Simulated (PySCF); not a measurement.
**Chlorine: a sound run and one with changed settings**

Sound run: Cl²⁺ [Ne] 3s2 3p3, Cl³⁺ [Ne] 3s2 3p2. All numbers are calculated (PySCF 2.14, the spin-free X2C one-electron Hamiltonian (Gaussian nucleus), in cc-pVDZ-DK (4s3p1d, 18 functions)). The sound run starts from symmetry-adapted Hartree-Fock orbitals and uses a fine grid where one is needed.

Changed run: initial guess 1e, at most 5 SCF cycles. This setting is unsound on purpose.

```csv
species,method,sound run (hartree),changed run (hartree),converged
Cl²⁺,UHF,-459.61674,-459.61674,no
Cl²⁺,LDA,-458.67487,-458.67487,no
Cl²⁺,MN15,-460.26329,-460.26329,no
Cl³⁺,UHF,-458.18522,-458.18522,no
Cl³⁺,LDA,-457.21685,-457.21685,yes
Cl³⁺,MN15,-458.80230,-458.80230,no
```

The SCF was stopped early; the energies are upper bounds that still move, and correlated levels were skipped or rest on poor orbitals.
